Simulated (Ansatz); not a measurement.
Total energies of InCl2H (InHCl2) from Ansatz at r2SCAN-D4/def2-TZVP, gas phase (1 Eh = 27.2114 eV = 2625.5 kJ/mol). The reference geometry is relaxed at r2SCAN-D4/def2-TZVP.

```xyz
4

In    0.201    0.112   -0.008
Cl   -1.782    0.926   -0.886
Cl   -0.097   -1.973    0.957
H     1.678    0.935   -0.064
```

| state | geometry | energy (Eh) |
| --- | --- | --- |
| charge 0 singlet | reference | -1111.27108 |
| charge 1 doublet | reference | -1110.87552 |
| free In atom (doublet) | – | -190.18147 |
| free Cl atom (doublet) | – | -460.11688 |
| free H atom (doublet) | – | -0.49993 |

In the def2 sets In takes a core potential; there is no spin–orbit coupling.

**Question.** Work out the vertical ionisation energy to the doublet.

**Answer.** E(charge 1 doublet) − E(charge 0 singlet) = -1110.87552 − (-1111.27108) = 0.39556 Eh = 10.76 eV. For comparison, −ε of the highest occupied level is 7.88 eV at this level, 2.88 eV less.

**Question.** What is the binding energy per atom against free atoms?

**Answer.** Atoms: 1 × (-190.18147) + 2 × (-460.11688) + 1 × (-0.49993) = -1110.91516 Eh. Binding: -1110.91516 − (-1111.27108) = 0.35592 Eh = 9.69 eV, or 2.42 eV for each of 4 atoms (no zero-point energy, no counterpoise term).
